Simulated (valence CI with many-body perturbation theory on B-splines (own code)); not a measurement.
## Level structure of Nd⁴⁴⁺

Method: relativistic CI+MBPT: six valence electrons over a frozen Dirac-Fock core [Ne], a basis of 9 s, 9 p, 8 d, 6 f, 3 g, 1 h functions for each j, with the one-electron correlation potential Σ1 (screened to all orders), the two-electron term Σ2, the three-electron term Σ3, Breit, model QED; selected single and double excitations, second order for the rest, scaled by the run's own slope (own B-spline code, finite nucleus).

No measured spectrum was set against this ion. As an estimate, large intervals hold to a few tenths of a per cent, small ones and those within an open d or f shell to about a per cent. Among the levels kept, up to 1100 cm⁻¹ of a level comes from second order outside the variational space, and about a tenth of that is noise between levels of different J, which matters for small intervals.

Levels 1 to 39 of 39, with energies above the lowest level, (3s^2 3p1/2^2 3p3/2^2) J=2. "Leading %" is the weight of the configuration and term that name the level; weights of strongly mixed levels are sums over their largest components and can fall short, and the name can then belong to a minority configuration. In the jj column 3d3/2^4 stands for four electrons in 3d with j = 3/2. Lifetimes count E1, E2, E3, M1 and M2 decay at the calculated energies, and are blank where another channel may lead or the interval is too uncertain; long ones can be off by a factor of two.

| No. | Configuration | Term | J | E (× 10³ cm⁻¹) | Leading % | g | Lifetime | Leading jj |
| --- | --- | --- | --- | --- | --- | --- | --- | --- |
| 1 | 3s2 3p4 | 3P | 2 | 0.00 | 70 | 1.345 |  | 3s^2 3p1/2^2 3p3/2^2 (99 %) |
| 2 | 3s2 3p4 | 1S | 0 | 119.47 | 60 |  | 115 ms | 3s^2 3p1/2^2 3p3/2^2 (98 %) |
| 3 | 3s2 3p4 | 3P | 1 | 1017.0 | 98 | 1.494 | 46.4 ns | 3s^2 3p1/2 3p3/2^3 (98 %) |
| 4 | 3s2 3p4 | 1D | 2 | 1079.4 | 69 | 1.139 | 93.8 ns | 3s^2 3p1/2 3p3/2^3 (98 %) |
| 5 | 3s2 3p3 3d | 3F° | 2 | 1439.2 | 30 | 1.050 | 284 ps | 3s^2 3p1/2^2 3p3/2 3d3/2 (97 %) |
| 6 | 3s2 3p3 3d | 5D° | 1 | 1481.3 | 28 | 1.154 | 154 ps | 3s^2 3p1/2^2 3p3/2 3d3/2 (95 %) |
| 7 | 3s2 3p3 3d | 3P° | 0 | 1489.3 | 56 |  | 95.8 ns | 3s^2 3p1/2^2 3p3/2 3d3/2 (98 %) |
| 8 | 3s2 3p3 3d | 3F° | 3 | 1490.5 | 28 | 1.130 | 32.5 ns | 3s^2 3p1/2^2 3p3/2 3d3/2 (93 %) |
| 9 | 3s2 3p3 3d | 3F° | 4 | 1705.7 | 46 | 1.271 | 7.70 μs | 3s^2 3p1/2^2 3p3/2 3d5/2 (98 %) |
| 10 | 3s2 3p3 3d | 3P° | 2 | 1712.9 | 35 | 1.281 | 45.8 ps | 3s^2 3p1/2^2 3p3/2 3d5/2 (88 %) |
| 11 | 3s2 3p3 3d | 3D° | 3 | 1858.5 | 34 | 1.168 | 5.25 ps | 3s^2 3p1/2^2 3p3/2 3d5/2 (88 %) |
| 12 | 3s2 3p3 3d | 3D° | 1 | 1916.6 | 35 | 1.050 | 8.42 ps | 3s^2 3p1/2^2 3p3/2 3d5/2 (92 %) |
| 13 | 3s 3p5 | 3P° | 2 | 2111.9 | 76 | 1.453 | 4.50 ps | 3s 3p1/2^2 3p3/2^3 (76 %) |
| 14 | 3s2 3p4 | 3P | 0 | 2142.6 | 60 |  | 18.6 ns | 3s^2 3p3/2^4 (97 %) |
| 15 | 3s 3p5 | 1P° | 1 | 2236.9 | 33 | 1.168 | 3.60 ps | 3s 3p1/2^2 3p3/2^3 (63 %) |
| 16 | 3s2 3p3 3d | 3F° | 2 | 2402.8 | 45 | 1.023 | 178 ps | 3s^2 3p1/2 3p3/2^2 3d3/2 (96 %) |
| 17 | 3s2 3p3 3d | 5D° | 0 | 2407.2 | 48 |  | 268 ps | 3s^2 3p1/2 3p3/2^2 3d3/2 (94 %) |
| 18 | 3s2 3p3 3d | 3D° | 1 | 2412.5 | 50 | 0.950 | 15.6 ps | 3s^2 3p1/2 3p3/2^2 3d3/2 (90 %) |
| 19 | 3s2 3p3 3d | 3F° | 3 | 2450.5 | 35 | 1.095 | 97.4 ps | 3s^2 3p1/2 3p3/2^2 3d3/2 (94 %) |
| 20 | 3s2 3p3 3d | 3G° | 4 | 2510.2 | 50 | 1.057 | 329 ns | 3s^2 3p1/2 3p3/2^2 3d3/2 (98 %) |
| 21 | 3s2 3p3 3d | 3F° | 2 | 2583.7 | 59 | 0.849 | 12.6 ps | 3s^2 3p1/2 3p3/2^2 3d3/2 (93 %) |
| 22 | 3s2 3p3 3d | 3D° | 3 | 2635.0 | 58 | 1.352 | 12.5 ps | 3s^2 3p1/2 3p3/2^2 3d5/2 (90 %) |
| 23 | 3s2 3p3 3d | 5D° | 4 | 2649.8 | 50 | 1.285 | 60.6 ns | 3s^2 3p1/2 3p3/2^2 3d5/2 (98 %) |
| 24 | 3s2 3p3 3d | 3D° | 3 | 2691.0 | 46 | 1.149 | 1.22 ps | 3s^2 3p1/2 3p3/2^2 3d3/2 (83 %) |
| 25 | 3s2 3p3 3d | 3D° | 1 | 2706.8 | 37 | 1.000 | 3.38 ps | 3s^2 3p1/2 3p3/2^2 3d5/2 (73 %) |
| 26 | 3s2 3p3 3d | 3P° | 2 | 2711.9 | 35 | 1.268 | 896 fs | 3s^2 3p1/2 3p3/2^2 3d3/2 (83 %) |
| 27 | 3s2 3p3 3d | 3F° | 4 | 2724.4 | 71 | 1.177 | 305 ns | 3s^2 3p1/2 3p3/2^2 3d5/2 (98 %) |
| 28 | 3s2 3p3 3d | 3P° | 0 | 2725.2 | 46 |  | 154 ps | 3s^2 3p1/2 3p3/2^2 3d5/2 (87 %) |
| 29 | 3s2 3p3 3d | 3P° | 1 | 2741.0 | 45 | 1.550 | 1.04 ps | 3s^2 3p1/2 3p3/2^2 3d3/2 (66 %) |
| 30 | 3s2 3p3 3d | 3G° | 5 | 2747.0 | 99 | 1.192 | 297 ns | 3s^2 3p1/2 3p3/2^2 3d5/2 (99 %) |
| 31 | 3s2 3p3 3d | 1P° | 1 | 2822.5 | 37 | 0.939 | 810 fs | 3s^2 3p1/2 3p3/2^2 3d3/2 (77 %) |
| 32 | 3s2 3p3 3d | 3D° | 2 | 2856.1 | 50 | 1.261 | 101 ps | 3s^2 3p1/2 3p3/2^2 3d5/2 (97 %) |
| 33 | 3s2 3p3 3d | 3F° | 3 | 2901.0 | 35 | 1.124 | 477 ps | 3s^2 3p1/2 3p3/2^2 3d5/2 (98 %) |
| 34 | 3s2 3p3 3d | 3D° | 2 | 2921.0 | 43 | 1.078 | 4.07 ps | 3s^2 3p1/2 3p3/2^2 3d5/2 (89 %) |
| 35 | 3s2 3p2 3d2 | 3F | 2 | 2932.8 | 37 | 0.732 | 92.4 ps | 3s^2 3p1/2^2 3d3/2^2 (95 %) |
| 36 | 3s2 3p3 3d | 1P° | 1 | 2953.8 | 31 | 1.166 | 2.43 ps | 3s^2 3p1/2 3p3/2^2 3d5/2 (79 %) |
| 37 | 3s2 3p3 3d | 1F° | 3 | 2970.3 | 47 | 1.062 | 3.62 ps | 3s^2 3p1/2 3p3/2^2 3d5/2 (85 %) |
| 38 | 3s2 3p3 3d | 1D° | 2 | 3016.9 | 39 | 1.216 | 1.92 ps | 3s^2 3p1/2 3p3/2^2 3d5/2 (89 %) |
| 39 | 3s2 3p2 3d2 | 3P | 0 | 3063.7 | 54 |  | 72.9 ps | 3s^2 3p1/2^2 3d3/2^2 (90 %) |

The ionisation energy to 3s2 3p3 2P°_3/2 of the next ion comes out as 3569.1 eV (NIST: 3567 ± 4 eV (theoretical)). All 39 levels together are meant to be complete up to 3071.8 × 10³ cm⁻¹.
